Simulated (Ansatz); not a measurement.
C2H6GeSn (`C=[C]1[GeH2][SnH2]1`). The species carries charge 0 and has multiplicity 1. Sn: def2 effective core potential. The geometry is a stationary point of PBE0-D4/def2-TZVP.

```xyz
10

C     1.058    0.659   -1.407
C     0.311    0.192   -0.420
Ge   -0.989   -1.242   -0.087
Sn   -0.218    0.472    1.652
H     1.053    0.208   -2.400
H     1.717    1.516   -1.281
H    -2.348   -1.124   -0.795
H    -0.452   -2.682   -0.104
H    -1.119    1.865    2.037
H     0.988    0.136    2.806
```

Problem. What is the dipole moment at PBE/def2-TZVPP? (Estimate.)

Solution. Ansatz gave: 0.32 D, with components (0.20, 0.16, -0.19) D in this frame, pointing from negative to positive charge.

Problem. And with r2SCAN, B3LYP, ωB97M-V? (Estimate.)

Solution. Ansatz gave: r2SCAN 0.34 D, B3LYP 0.24 D, ωB97M-V 0.18 D.

Problem. Give the Mulliken charges with PBE, B3LYP, ωB97M-V in def2-TZVPP. (An estimate is asked.)

Solution. Computed: 
```tsv
atom	PBE	B3LYP	ωB97M-V
C1	-0.18	-0.19	-0.19
C2	-0.24	-0.30	-0.34
Ge3	0.02	0.04	0.04
Sn4	0.41	0.48	0.38
H5	0.09	0.10	0.11
H6	0.10	0.11	0.11
H7	0.00	0.00	0.02
H8	0.00	0.00	0.02
H9	-0.10	-0.11	-0.07
H10	-0.10	-0.11	-0.07
```

B3LYP here is the variant with VWN-RPA as its local correlation; programs differ in this.
